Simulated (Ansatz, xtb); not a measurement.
C4H9BN2O: which of two isomers lies lower

We compare a, `CC(=O)N1BNCC1`, a singlet, with b, `C=CN1CCNB1O`, a singlet. Both are isolated molecules in the gas phase, relaxed with r2SCAN-D4/def2-SVP, each in the lowest conformer that the search found.

a (Å):

```xyz
17

C    -2.4449    0.4461    1.3501
C    -1.3548    0.0967    0.3601
C     1.6516    1.9642   -0.7291
C     0.7274    0.7241   -0.7505
B    -0.1205    2.3192    0.8192
N    -0.3527    1.0326    0.1997
N     1.0609    2.8416    0.2759
O    -1.3448   -0.9479   -0.2713
H    -2.0300    0.5959    2.3587
H    -2.9537    1.3801    1.0665
H    -3.1694   -0.3765    1.3695
H    -0.8139    2.8422    1.6479
H     1.4989    3.7290    0.4834
H     1.6895    2.4544   -1.7192
H     2.6888    1.6879   -0.4676
H     1.2468   -0.1974   -0.4400
H     0.3059    0.5222   -1.7480
```

b (Å):

```yaml
atoms:
  - { symbol: C, position_ang: [-1.6243, 1.3520, 2.5850] }
  - { symbol: C, position_ang: [-1.1663, 0.5648, 1.5899] }
  - { symbol: C, position_ang: [-0.0992, 2.3685, 0.2782] }
  - { symbol: C, position_ang: [0.5485, 2.4040, -1.1217] }
  - { symbol: B, position_ang: [0.2029, 0.1533, -0.5009] }
  - { symbol: N, position_ang: [-0.4765, 0.9762, 0.4720] }
  - { symbol: N, position_ang: [0.9261, 1.0183, -1.3728] }
  - { symbol: O, position_ang: [0.1192, -1.2109, -0.4849] }
  - { symbol: H, position_ang: [-1.4742, 2.4347, 2.5959] }
  - { symbol: H, position_ang: [-2.1698, 0.9074, 3.4186] }
  - { symbol: H, position_ang: [-1.3282, -0.5192, 1.6154] }
  - { symbol: H, position_ang: [0.6124, 2.6857, 1.0672] }
  - { symbol: H, position_ang: [-0.9745, 3.0385, 0.3446] }
  - { symbol: H, position_ang: [1.4142, 3.0887, -1.1430] }
  - { symbol: H, position_ang: [-0.1781, 2.7722, -1.8736] }
  - { symbol: H, position_ang: [1.3305, 0.7901, -2.2712] }
  - { symbol: H, position_ang: [0.6248, -1.6348, -1.1854] }
```

Q: Which of the two would you expect CCSD(T)/def2-SVP + ΔMP2/def2-TZVPP electronic energies to favour?

A: Structure b; the calculation gives E(b) − E(a) = −0.528 eV.

The same difference at several levels:

```json
{"level": "GFN2-xTB", "geometry": "GFN2-xTB", "E(b) − E(a) (eV)": "+0.235", "departure from the last row (eV)": "+0.763", "job, with rough time for the two": "optimisation, 0.3 s"}
{"level": "HF/STO-3G", "geometry": "GFN2-xTB", "E(b) − E(a) (eV)": "−0.172", "departure from the last row (eV)": "+0.356", "job, with rough time for the two": "single point, 0.44 s"}
{"level": "r2SCAN-D4/def2-SVP//GFN2-xTB", "geometry": "GFN2-xTB", "E(b) − E(a) (eV)": "−0.364", "departure from the last row (eV)": "+0.164", "job, with rough time for the two": "single point, 4.5 s"}
{"level": "r2SCAN-D4/def2-SVP", "geometry": "r2SCAN-D4/def2-SVP", "E(b) − E(a) (eV)": "−0.364", "departure from the last row (eV)": "+0.165", "job, with rough time for the two": "optimisation, 65 s"}
{"level": "HF/def2-SVP", "geometry": "r2SCAN-D4/def2-SVP", "E(b) − E(a) (eV)": "−0.448", "departure from the last row (eV)": "+0.080", "job, with rough time for the two": "part of the CCSD(T) run"}
{"level": "MP2/def2-SVP", "geometry": "r2SCAN-D4/def2-SVP", "E(b) − E(a) (eV)": "−0.412", "departure from the last row (eV)": "+0.116", "job, with rough time for the two": "part of the CCSD(T) run"}
{"level": "CCSD(T)/def2-SVP", "geometry": "r2SCAN-D4/def2-SVP", "E(b) − E(a) (eV)": "−0.389", "departure from the last row (eV)": "+0.139", "job, with rough time for the two": "single point"}
{"level": "CCSD(T)/def2-SVP + ΔMP2/def2-TZVPP", "geometry": "r2SCAN-D4/def2-SVP", "E(b) − E(a) (eV)": "−0.528", "departure from the last row (eV)": "", "job, with rough time for the two": "single point, 2.4 min"}
```

As drawn, b has 1 C=C, 1 B–O, 1 O–H in place of 1 C–C, 1 C=O, 1 B–H.

GFN2-xTB puts the two in the other order. The largest departure from CCSD(T)/def2-SVP + ΔMP2/def2-TZVPP is that of GFN2-xTB, 0.763 eV. The last row adds to CCSD(T) the change of the MP2 difference between the two basis sets, here −0.139 eV, a large step that makes the value less sure.

With thermal terms from frequencies at re-optimised GFN2-xTB minima (ideal gas, soft modes damped towards free rotors, one conformer each, 298.15 K, 1 atm): the zero-point term adds −0.003 eV; ΔH is −0.526 and ΔG −0.528 eV.

The correlated steps freeze 8 core orbitals. Run with Ansatz 0.2.0, xtb 6.7.1; the last row on 4 threads of Arm Neoverse V1 on a shared host.
